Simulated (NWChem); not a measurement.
System: diethyl ether (C4H10O); SMILES O(CC)CC

The following NWChem deck was run.

```
start job
memory heap 200 mb stack 900 mb global 1100 mb
geometry units angstroms noautosym nocenter noautoz
  C     -0.112662     2.344278    -0.171729
  C     -0.326629     0.939306     0.363638
  O      0.611832     0.076266    -0.250032
  C      0.605532    -1.250783     0.243174
  C     -0.583422    -2.087745    -0.227290
  H      0.915714     2.692774     0.050006
  H     -0.249555     2.364160    -1.271360
  H     -0.832637     3.052440     0.284275
  H     -0.197921     0.919204     1.476816
  H     -1.376836     0.610975     0.163511
  H      0.652866    -1.248101     1.362074
  H      1.550920    -1.707053    -0.119136
  H     -0.471777    -3.139911     0.105107
  H     -0.648104    -2.077988    -1.334118
  H     -1.545939    -1.713361     0.176034
end
basis spherical
  C library cc-pvtz
  O library cc-pvtz
  H library cc-pvtz
end
dft
  xc pbe0
  iterations 150
  semidirect filesize 400000000
end
property
  efieldgrad
end
task dft property
```

Structure relaxed at the PBE-D3(BJ)/def2-SVP level.

Vzz is the largest principal value of the second derivative of the potential at the nucleus (NWChem prints the opposite sign); η is the asymmetry. Non-relativistic.

Atoms are numbered as in the input.

Give the results of this calculation. (PBE0/cc-pVTZ.) Quantities: Vzz O3 (a.u.); η O3.


```
Item           Result
-------------  ------
Vzz O3 (a.u.)  -1.891
η O3             0.98
```
